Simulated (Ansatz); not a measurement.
Species: sum formula SiN$_{2}$H$_{4}$Br, charge 0, multiplicity 2. It need not be the lowest isomer of its formula. 
Geometry from a B3LYP-D3(BJ)/def2-TZVP (Ansatz, a quantum-chemistry and plane-wave program) optimisation:
```
Si
N 1 1.7083
H 2 1.0072 1 121.03
H 2 1.0107 3 112.31 1 153.40
N 1 1.7162 2 105.59 3 -168.58
H 5 1.0081 1 120.24 2 -159.91
H 5 1.0093 6 112.20 1 148.86
Br 1 2.2894 2 116.98 3 76.08
```
Charge 0, spin multiplicity 2.

Computed values are from Ansatz. Correlated levels leave the core frozen unless marked. UHF or UKS for open shells. No spin-orbit coupling. The frozen core is the preceding noble-gas configuration, with the filled d and f shells of earlier blocks. Non-relativistic. CBS(X,Y): correlation extrapolated as X^-3; Hartree-Fock from the larger set.

Question: What is the T1 diagnostic at CCSD/def2-QZVPP?

Answer: 0.013.

Question: What is the atomisation energy De at CCSD(T)/CBS(def2-TZVPP,def2-QZVPP)?

Answer: 626.9 kcal/mol.

Question: What is the total energy at CCSD(T)/CBS(def2-TZVPP,def2-QZVPP)?

Answer: -2973.6341 Eh.

Question: What is the dipole moment at CCSD(T)/def2-SVPD?

Answer: 2.63 D.
